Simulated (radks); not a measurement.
Gd34+, 30 electrons, occupied as [Ar] 3d10 4s1 5s1 (not the ground configuration).

Method: scalar-relativistic Kohn-Sham, BP86, spin-polarised, spherical densities, point nucleus; open shells are filled with parallel spins first (spin-orbit coupling, left out, can overturn this in heavy ions); computed with a radial shooting solver on a logarithmic mesh with Libxc functionals.

Energy parts (hartree):
total: -10595.6719
kinetic: 11423.3392
electron-nucleus: -24197.0124
Hartree: 2378.2253
exchange-correlation: -200.2240

Orbitals (lengths in bohr, moments of r in powers of bohr):
orbital  occ.  eigenvalue (hartree)      <r^2>
1s up       1             -1893.059  0.0006545
1s down     1             -1893.013  0.0006545
2s up       1             -354.3613    0.01023
2s down     1             -354.3306    0.01023
2p up       3             -321.0603   0.008235
2p down     3             -321.0295   0.008235
3s up       1             -114.9513    0.06585
3s down     1             -114.8953    0.06578
3p up       3             -104.6016    0.06538
3p down     3             -104.5438    0.06529
3d up       5             -91.31784    0.05390
3d down     5             -91.26684    0.05380
4s up       1             -54.51887     0.2633
4s down     0             -54.21097     0.2626
5s up       1             -32.00654     0.7433

The highest occupied level is 5s up at -870.94 eV. The configuration is held as typed, so some empty levels lie below it. The density falls to 0.001 e/bohr^3 at r = 1.53 bohr. Summed over all electrons, <r^2> = 2.140 bohr^2, which gives a Langevin (diamagnetic) susceptibility term of -1.69 x 10^-6 cm^3/mol.
